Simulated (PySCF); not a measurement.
## Atomic charges by several schemes

C₆H₇F₂O₄ (charge -1).
Z-matrix (Å and degrees, GFN2-xTB geometry), rows numbered from 1:
```
C 
O   1  1.4233
C   2  1.3522  1  116.31
C   3  1.3184  2  132.28  1    49.11
C   4  1.5742  3  129.19  2     9.36
O   5  1.2358  4  117.84  3   -56.94
O   5  1.2308  4  112.06  3   124.44
O   3  1.4549  2  111.29  1  -133.38
C   8  1.3251  3  121.21  2    21.63
C   9  1.5240  8  110.39  3   171.68
F   9  1.3814  8  113.09  3    49.97
F   9  1.3794  8  113.68  3   -66.64
H   1  1.0888  2  105.76  3  -164.30
H   1  1.0962  2  109.91  3    77.46
H   1  1.0948  2  110.60  3   -44.39
H   4  1.0803  3  116.68  2   178.39
H  10  1.0855  9  108.62  8   -60.40
H  10  1.0867  9  109.11  8   179.21
H  10  1.0853  9  108.44  8    58.96
```

Density: PBE0/pcSseg-1 (PySCF); schemes: Mulliken, IAO, Hirshfeld and ESP-fitted. The structure is a single GFN2-xTB conformer in the gas phase; no vibrational or solvent corrections. The pcSseg-1 basis has no diffuse functions, a weakness for an anion.

Q: Give the atomic charges in each scheme.

A: In e:

```csv
atom,environment,Mulliken,IAO,Hirshfeld,ESP-fitted
C1,methoxy carbon,-0.023,-0.220,-0.058,-0.272
O2,ether oxygen,-0.511,-0.354,-0.136,-0.243
C3,vinylic carbon bearing oxygen,+0.427,+0.320,+0.105,+0.404
C4,alkene CH carbon,-0.285,-0.315,-0.130,-0.581
C5,carboxylate carbon,+0.471,+0.518,+0.115,+0.937
O6,carboxylate oxygen,-0.567,-0.633,-0.387,-0.789
O7,carboxylate oxygen,-0.548,-0.622,-0.418,-0.746
O8,ether oxygen,-0.506,-0.364,-0.136,-0.456
C9,CF2 carbon,+0.662,+0.719,+0.234,+0.869
C10,methyl carbon,-0.230,-0.447,-0.147,-0.678
F11,fluorine of a CF2 group,-0.328,-0.333,-0.131,-0.287
F12,fluorine of a CF2 group,-0.321,-0.328,-0.140,-0.306
H13,methyl hydrogen,+0.080,+0.134,+0.034,+0.113
H14,methyl hydrogen,+0.068,+0.117,+0.019,+0.092
H15,methyl hydrogen,+0.159,+0.182,+0.021,+0.210
H16,vinylic hydrogen,+0.096,+0.158,+0.025,+0.192
H17,methyl hydrogen,+0.120,+0.158,+0.044,+0.182
H18,methyl hydrogen,+0.113,+0.151,+0.040,+0.169
H19,methyl hydrogen,+0.121,+0.159,+0.045,+0.190
```

Mean size of the charges over all atoms: ESP-fitted 0.406 e, IAO 0.328 e, Mulliken 0.297 e, Hirshfeld 0.124 e. Each set sums to the total charge, -1, to within 0.001 e. The Mulliken scheme counts on each atom the diagonal of the density matrix times the overlap matrix over that atom's basis functions. The IAO scheme projects the occupied orbitals on a minimal set of polarised atomic orbitals and counts the electrons in each atom's part of it.

Lowest charge. All schemes pick atoms of one kind: Mulliken O6 (-0.567); IAO O6 (-0.633); Hirshfeld O7 (-0.418); ESP-fitted O6 (-0.789).

Highest charge. The schemes don't all agree: Mulliken C9 (+0.662); IAO C9 (+0.719); Hirshfeld C9 (+0.234); ESP-fitted C5 (+0.937).

Q: How closely do the schemes follow one another over all atoms?

A: Correlation coefficient and root-mean-square difference: IAO with ESP-fitted 0.98, 0.145 e; Mulliken with IAO 0.97, 0.095 e; IAO with Hirshfeld 0.95, 0.226 e; Mulliken with ESP-fitted 0.93, 0.205 e; Mulliken with Hirshfeld 0.92, 0.216 e; Hirshfeld with ESP-fitted 0.91, 0.345 e.

Q: Sum the charges by element.

A: 
| element | atoms | Mulliken | IAO | Hirshfeld | ESP-fitted |
| --- | --- | --- | --- | --- | --- |
| C | 6 | +1.023 | +0.574 | +0.120 | +0.679 |
| O | 4 | -2.132 | -1.972 | -1.077 | -2.234 |
| F | 2 | -0.649 | -0.661 | -0.270 | -0.593 |
| H | 7 | +0.758 | +1.058 | +0.228 | +1.148 |

The run behind these numbers computed NMR shieldings as well. Time: 67 s. Hardware: Arm Neoverse V1, one thread (shared host).
